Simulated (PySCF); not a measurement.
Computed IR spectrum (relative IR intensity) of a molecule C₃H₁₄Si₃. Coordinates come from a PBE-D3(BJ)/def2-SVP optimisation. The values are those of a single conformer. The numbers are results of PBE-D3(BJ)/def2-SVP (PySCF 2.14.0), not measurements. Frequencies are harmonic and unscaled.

Lines under 2 % of the strongest are left out, and lines within 2 cm⁻¹ are merged.

ν (cm⁻¹): 348 (w), 447 (vw), 472 (w), 528 (vw), 623 (w), 702 (m), 711 (m), 742 (vs), 776 (m), 828 (s), 852 (m), 865 (m), 868 (vs), 890 (w), 904 (w), 911 (m), 918 (m), 1045 (w), 1108 (w), 1216 (w), 1375 (vw), 1386 (vw), 2133 (m), 2139 (m), 2141 (vs), 2143 (m), 2156 (s), 2161 (s), 2968 (w), 3023 (vw) (against the strongest line: vs over 80 %, s over 45 %, m over 15 %, w over 4 %, vw less)

**Question.** Identify the compound among the candidates.
(A) [SiH3]CCC([SiH3])[SiH3]
(B) C[SiH2]CC[SiH2][SiH3]
(C) CC([SiH3])([SiH3])C[SiH3]
(D) CCC([SiH3])([SiH3])[SiH3]

**Answer.** B, C[SiH2]CC[SiH2][SiH3]
